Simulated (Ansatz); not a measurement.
CH5ClN2Si, SMILES `N[Si]1(Cl)CN1`, relaxed with RKS PBE-D4/def2-SVP in Ansatz 0.2.0 from a rough embedded geometry. The force threshold is 0.03 eV/Å; the program also tests the step.

Total charge 0; spin multiplicity 1.

Start:

```xyz
10

N    -1.366    0.732    0.384
Si    0.164    0.166    0.665
Cl    0.230   -1.206    2.144
C     1.391   -0.061   -0.707
N     0.123   -0.677   -0.807
H    -1.973   -0.055    0.235
H    -1.735    1.059    1.331
H     1.530    0.833   -1.322
H     2.199   -0.615   -0.511
H    -0.563   -0.176   -1.411
```

| step | energy (eV) | largest force (eV/Å) | largest move (Å) |
| --- | --- | --- | --- |
| 1 | -24474.6196 | 5.088 | 0.000 |
| 2 | -24475.9061 | 1.685 | 0.196 |
| 3 | -24476.2186 | 0.749 | 0.197 |
| 4 | -24476.3441 | 0.473 | 0.200 |
| 5 | -24476.4133 | 0.474 | 0.194 |
| 6 | -24476.4277 | 0.373 | 0.095 |
| 7 | -24476.4314 | 0.295 | 0.087 |
| 8 | -24476.4404 | 0.065 | 0.030 |
| 9 | -24476.4419 | 0.046 | 0.018 |
| 10 (rejected) | -24476.4412 | 0.143 | 0.046 |
| 11 | -24476.4425 | 0.019 | 0.022 |

End:

```xyz
10

N    -1.418    0.844    0.606
Si   -0.076   -0.251    0.508
Cl    0.148   -1.458    2.191
C     1.319    0.105   -0.639
N     0.331   -0.990   -0.996
H    -2.344    0.415    0.505
H    -1.438    1.456    1.430
H     1.270    1.047   -1.223
H     2.357   -0.247   -0.483
H    -0.150   -0.921   -1.899
```

Run time 19 s (4 threads of an Intel Xeon Platinum 8259CL on a shared host); peak host memory 0.17 GiB.
